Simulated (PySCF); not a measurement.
Electron correlation in Mn²⁺ (manganese, charge +2)

[Ar] 3d5, high-spin 6S determinant. Computed with PySCF 2.14 in x2c-TZVPPall with one added diffuse shell each of s, p, d, f type (7s6p5d3f1g, 80 functions), with scalar relativity by spin-free X2C-1e. Frozen: [Ne]; 13 electrons correlated.

| level | correlation energy (mhartree) |
| --- | --- |
| CCSD | -384.74 |
| (T) | -6.57 |
| CCSD(T) | -391.31 |

Diagnostics: T1 = 0.0056, D1 = 0.0120, largest double amplitude 0.019.

Question: Is a single reference adequate?

Answer: Yes: T1 lies below 0.03 and no double amplitude reaches 0.07.

This basis was not built for core-valence correlation, so the inner-shell part is incomplete.
